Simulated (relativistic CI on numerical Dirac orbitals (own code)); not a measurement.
# Slater and spin-orbit integrals, Zr13+

Method of calculation: Dirac-Coulomb-Breit CI, separate exchange-only KLI orbitals for each configuration, QED by a radiative potential, unscaled Slater integrals (own radial code, finite nucleus).

Slater integrals F^k, G^k are unscaled and averaged over j, outside the closed core [Ne]; ζ comes from projecting the Hamiltonian with its Breit term on Σ l·s of the shell.

- 3s²3p⁶3d⁹: ζ(3d) = 7997.5 cm⁻¹; <r>(3d) = 0.4304, <r^2>(3d) = 0.2204 (bohr units).
- 3s²3p⁵3d¹⁰: ζ(3p) = 76152 cm⁻¹; <r>(3p) = 0.4506, <r^2>(3p) = 0.2356 (bohr units).
- 3s²3p⁶3d⁸4s: F^2(3d,3d) = 234440, F^4(3d,3d) = 149520, ζ(3d) = 8296.7, G^2(3d,4s) = 23204 cm⁻¹; <r>(3d) = 0.4233, <r^2>(3d) = 0.2129, <r>(4s) = 0.9962, <r^2>(4s) = 1.113 (bohr units).

(1) Give the Racah parameters of the d shell in 3s²3p⁶3d⁸4s.

Averages of the first 10 configurations, taken without configuration mixing, which lowers the lowest level and can move excited configurations by several eV; other configurations of the list can lie among them:

```
Configuration  Parity  States  Average energy above the lowest level (eV)
    3s²3p⁶3d⁹    even      10                                         1.1
   3s²3p⁵3d¹⁰     odd       6                                       157.4
    3s3p⁶3d¹⁰    even       2                                       252.5
  3s²3p⁶3d⁸4s    even      90                                       184.9
  3s²3p⁶3d⁸4p     odd     270                                       214.2
  3s²3p⁶3d⁸4d    even     450                                       259.4
 3s²3p⁶3d⁷4s²    even     120                                       384.4
3s²3p⁶3d⁷4s4p     odd    1440                                       411.3
  3s²3p⁶3d⁸4f     odd     630                                       302.2
  3s²3p⁶3d⁸5s    even      90                                       313.2
```

## Answers

(1) B = F²/49 − 5F⁴/441 = 3089 cm⁻¹ and C = 35F⁴/441 = 11867 cm⁻¹.
